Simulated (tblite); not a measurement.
C6H16AlNS.
SMILES with atom numbers: `[CH3:1][S:2][AlH:3][N:4]([CH3:5])[C:6]([CH3:7])([CH3:8])[CH3:9]` (hydrogens: H10, H11, H12 on C1; H13 on Al3; H14, H15, H16 on C5; H17, H18, H19 on C7; H20, H21, H22 on C8; H23, H24, H25 on C9)

Computed with GFN2-xTB (tblite), gas phase: L-BFGS steps from a force-field or distance-geometry start until the largest atomic force falls under 0.01 eV/Å.

Step 37: E = -769.8926 eV
```
atom  x, y, z in Å  |  force x, y, z in eV/Å
C1      4.4879    0.6727    0.6216   -0.007   0.011   0.001
S2      3.1734   -0.5943    0.6456   -0.087  -0.053   0.019
Al3     1.4073    0.6277    0.1107   -0.017  -0.081   0.045
N4     -0.0650   -0.3802   -0.0407    0.013  -0.138  -0.120
C5      0.2042   -1.8018   -0.3312   -0.018  -0.028  -0.051
C6     -1.4565    0.0515    0.0133    0.089  -0.081  -0.015
C7     -1.4394    1.5788   -0.0397   -0.058  -0.084   0.024
C8     -2.1307   -0.3988    1.3178    0.043   0.031  -0.037
C9     -2.2796   -0.4904   -1.1608    0.010   0.044  -0.021
H10     5.4233    0.1629    0.4283    0.063  -0.045  -0.053
H11     4.2781    1.3872   -0.1671    0.046   0.174  -0.027
H12     4.5299    1.1593    1.5875    0.038   0.104   0.078
H13     1.6150    2.1136   -0.2324    0.060  -0.090   0.020
H14    -0.6692   -2.4379   -0.1959   -0.017   0.100   0.205
H15     1.0054   -2.1734    0.3158   -0.087   0.049  -0.011
H16     0.5375   -1.9395   -1.3649   -0.035   0.035  -0.049
H17    -2.4251    1.9758    0.1830   -0.044   0.078  -0.017
H18    -1.1291    1.9158   -1.0279    0.060   0.004   0.070
H19    -0.7314    1.9548    0.7051   -0.009  -0.021  -0.059
H20    -3.1847   -0.1308    1.2865    0.008  -0.055   0.098
H21    -1.6604    0.0976    2.1631    0.017  -0.049   0.051
H22    -2.0402   -1.4763    1.4443   -0.018   0.081   0.026
H23    -3.2362    0.0226   -1.1889   -0.066  -0.014  -0.052
H24    -1.7620   -0.3165   -2.0994    0.036  -0.010  -0.049
H25    -2.4633   -1.5558   -1.0460   -0.020   0.038  -0.075
```

Step 38: E = -769.8987 eV
```
atom  x, y, z in Å  |  force x, y, z in eV/Å
C1      4.4858    0.6754    0.6212   -0.005   0.024   0.009
S2      3.1705   -0.5973    0.6454   -0.015   0.026   0.016
Al3     1.4050    0.6270    0.1142   -0.005  -0.114   0.037
N4     -0.0667   -0.3825   -0.0389    0.041  -0.098  -0.120
C5      0.2030   -1.8020   -0.3313   -0.011  -0.050  -0.050
C6     -1.4569    0.0499    0.0138    0.051  -0.056  -0.033
C7     -1.4380    1.5769   -0.0393   -0.045  -0.043   0.024
C8     -2.1318   -0.3982    1.3171    0.000  -0.006   0.045
C9     -2.2785   -0.4896   -1.1617   -0.021   0.008  -0.066
H10     5.4229    0.1647    0.4244   -0.010  -0.001  -0.030
H11     4.2765    1.3956   -0.1664    0.045   0.093   0.034
H12     4.5279    1.1620    1.5903    0.039   0.047  -0.005
H13     1.6231    2.1074   -0.2366    0.049  -0.063   0.019
H14    -0.6686   -2.4386   -0.1876   -0.015   0.091   0.187
H15     1.0076   -2.1704    0.3134   -0.077   0.037  -0.016
H16     0.5324   -1.9406   -1.3671   -0.053   0.034  -0.024
H17    -2.4224    1.9789    0.1840   -0.019   0.058  -0.024
H18    -1.1250    1.9135   -1.0273    0.046  -0.001   0.075
H19    -0.7268    1.9513    0.7043   -0.022  -0.025  -0.057
H20    -3.1862   -0.1246    1.2922    0.057  -0.060   0.080
H21    -1.6566    0.0936    2.1640    0.002  -0.070   0.016
H22    -2.0488   -1.4782    1.4427   -0.015   0.128   0.019
H23    -3.2389    0.0187   -1.1904   -0.028  -0.015  -0.043
H24    -1.7601   -0.3115   -2.1003    0.018  -0.012  -0.021
H25    -2.4603   -1.5569   -1.0523   -0.005   0.067  -0.070
```

Step 39: E = -769.9106 eV
```
atom  x, y, z in Å  |  force x, y, z in eV/Å
C1      4.4833    0.6859    0.6219    0.002   0.043  -0.002
S2      3.1720   -0.6034    0.6505    0.114   0.170   0.010
Al3     1.4029    0.6174    0.1227    0.027  -0.166   0.016
N4     -0.0698   -0.3911   -0.0357    0.069   0.005  -0.136
C5      0.1963   -1.8070   -0.3287    0.015  -0.111  -0.048
C6     -1.4572    0.0475    0.0111   -0.018  -0.009  -0.064
C7     -1.4344    1.5744   -0.0374   -0.017   0.012   0.006
C8     -2.1326   -0.3958    1.3122   -0.088  -0.046   0.160
C9     -2.2774   -0.4870   -1.1669   -0.063  -0.025  -0.135
H10     5.4247    0.1782    0.4120   -0.153   0.080   0.023
H11     4.2693    1.4195   -0.1601    0.035  -0.066   0.142
H12     4.5275    1.1702    1.5973    0.046  -0.052  -0.135
H13     1.6452    2.0851   -0.2474    0.021  -0.005   0.016
H14    -0.6689   -2.4451   -0.1561   -0.015   0.075   0.167
H15     1.0159   -2.1633    0.3033   -0.061   0.004  -0.023
H16     0.5061   -1.9557   -1.3705   -0.083   0.048   0.007
H17    -2.4178    1.9808    0.1873    0.017   0.038  -0.039
H18    -1.1155    1.9176   -1.0224    0.020  -0.026   0.089
H19    -0.7212    1.9435    0.7081   -0.034  -0.030  -0.052
H20    -3.1834   -0.1026    1.3084    0.089  -0.060   0.021
H21    -1.6426    0.0798    2.1607    0.019  -0.081   0.005
H22    -2.0731   -1.4785    1.4299    0.002   0.133   0.023
H23    -3.2459    0.0084   -1.1951    0.023   0.006  -0.014
H24    -1.7619   -0.2971   -2.1061    0.010  -0.010   0.008
H25    -2.4526   -1.5574   -1.0711    0.024   0.074  -0.048
```

**Question.** Estimate the geometry and energy of step 40. (The exact step hangs on the optimiser's Hessian estimate; all steps are aligned on step 39, rigid shifts and turns removed.)

**Answer.** E = -769.9209 eV, largest force 0.296 eV/Å
```
atom  x, y, z in Å  |  force x, y, z in eV/Å
C1      4.4818    0.6985    0.6236    0.007   0.056  -0.007
S2      3.1807   -0.6073    0.6589    0.185   0.231   0.007
Al3     1.4050    0.6011    0.1290    0.046  -0.160  -0.008
N4     -0.0716   -0.4013   -0.0337    0.061   0.081  -0.157
C5      0.1884   -1.8164   -0.3241    0.017  -0.140  -0.042
C6     -1.4565    0.0463    0.0054   -0.071   0.018  -0.065
C7     -1.4304    1.5736   -0.0351    0.001   0.033  -0.007
C8     -2.1336   -0.3924    1.3060   -0.121  -0.055   0.213
C9     -2.2771   -0.4838   -1.1747   -0.073  -0.032  -0.154
H10     5.4267    0.1992    0.3982   -0.225   0.117   0.058
H11     4.2581    1.4429   -0.1495    0.019  -0.155   0.181
H12     4.5298    1.1784    1.6034    0.055  -0.103  -0.186
H13     1.6672    2.0596   -0.2585   -0.007   0.022   0.017
H14    -0.6697   -2.4547   -0.1164    0.002   0.070   0.149
H15     1.0268   -2.1586    0.2906   -0.053  -0.025  -0.032
H16     0.4711   -1.9773   -1.3728   -0.105   0.057   0.031
H17    -2.4144    1.9797    0.1912    0.038   0.032  -0.050
H18    -1.1070    1.9286   -1.0147    0.009  -0.053   0.086
H19    -0.7190    1.9366    0.7154   -0.032  -0.033  -0.046
H20    -3.1771   -0.0749    1.3240    0.085  -0.056  -0.030
H21    -1.6249    0.0625    2.1551    0.036  -0.089   0.004
H22    -2.1008   -1.4765    1.4112    0.012   0.098   0.041
H23    -3.2531   -0.0019   -1.1988    0.051   0.032   0.012
H24    -1.7679   -0.2812   -2.1147    0.021  -0.003   0.013
H25    -2.4434   -1.5564   -1.0911    0.045   0.057  -0.029
```

The energy changes by -0.0103 eV. The first-order estimate −F·Δx gives -0.0133 eV and the mean of the old and new forces, exact on a quadratic surface, -0.0103 eV. The step makes an angle of 78° with the force vector and moves no atom by more than 0.041 Å.

The cost below is that of the whole relaxation. The run took 7.8 s on one thread, Intel Xeon at 2.50 GHz (x86_64) (shared host).
